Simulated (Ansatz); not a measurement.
One change: `O=C[SiH2]Br` becomes `CN[SiH2]C=O`.

Ansatz, PBE0-D4/def2-TZVP geometries, multiplicity 1. Each molecule was computed in one conformer, which needn't be the lowest.

Scalar relativity is left out up to krypton.

```json
{"property": "size of the dipole moment (ωB97M-V/def2-TZVPP) / D", "`O=C[SiH2]Br`": "0.98"}
{"property": "HOMO–LUMO gap (PBE/def2-TZVPP) / eV", "`O=C[SiH2]Br`": "2.80"}
{"property": "HOMO–LUMO gap (PBE0/def2-TZVPP) / eV", "`O=C[SiH2]Br`": "5.38"}
{"property": "HOMO energy (PBE0/def2-TZVPP) / eV", "`O=C[SiH2]Br`": "-7.44"}
{"property": "LUMO energy (B3LYP/def2-TZVPP) / eV", "`O=C[SiH2]Br`": "-2.31"}
{"property": "HOMO–LUMO gap (ωB97M-V/def2-TZVPP) / eV", "`O=C[SiH2]Br`": "9.92"}
```

(1) What does the change do to each property? (An estimate is asked.)

Results:

(1) Ansatz gave: 
```
                                          property  `CN[SiH2]C=O`  shift
size of the dipole moment (ωB97M-V/def2-TZVPP) / D           1.62   0.64
               HOMO–LUMO gap (PBE/def2-TZVPP) / eV           2.60  -0.20
              HOMO–LUMO gap (PBE0/def2-TZVPP) / eV           5.16  -0.22
                HOMO energy (PBE0/def2-TZVPP) / eV          -6.50   0.94
               LUMO energy (B3LYP/def2-TZVPP) / eV          -1.60   0.71
           HOMO–LUMO gap (ωB97M-V/def2-TZVPP) / eV           9.75  -0.17
```

With PBE0 the HOMO rises by 0.94 eV and the LUMO rises by 0.72 eV, so the gap narrows by about 0.22 eV. PBE moves the HOMO by 0.90 eV and ωB97M-V by 0.91 eV. Dipoles are sizes alone; their direction can turn.

B3LYP here is the variant with VWN-RPA as its local correlation; programs differ in this.

Spin–orbit coupling is left out; it splits and shifts lone-pair levels of the heavy atoms by tenths of an eV.
